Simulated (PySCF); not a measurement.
Working out the ionisation energy of Cu⁺

Cu⁺ [Ar] 3d10 (1S) → Cu²⁺ [Ar] 3d9 (2D). Computed with PySCF 2.14 in x2c-TZVPall, with scalar relativity by spin-free X2C-1e. Frozen: [Ar]. Energies in hartree (1 hartree = 27.21139 eV):

```tsv
part	Cu⁺ (lower)	Cu²⁺ (upper)
UHF	-1652.890205	-1652.257101
MP2 opposite-spin	-0.239022	-0.164837
MP2 same-spin	-0.140837	-0.096288
```

What does Hartree-Fock give?

(-1652.257101) − (-1652.890205) = 0.633104 hartree = 17.228 eV.

What do MP2 and SCS-MP2 (6/5 opposite-spin, 1/3 same-spin) give?

The opposite-spin parts differ by 2.019 eV and the same-spin parts by 1.212 eV. MP2: 17.228 + (2.019) + (1.212) = 20.459 eV. SCS-MP2: 17.228 + 1.2 × (2.019) + (1.212)/3 = 20.055 eV.

Reference: 20.292 eV (measured; NIST Atomic Spectra Database, ionization energies), between the lowest levels; spin-orbit coupling is absent from the calculation.

What remains against the reference includes basis incompleteness, the frozen core and correlation beyond second order.
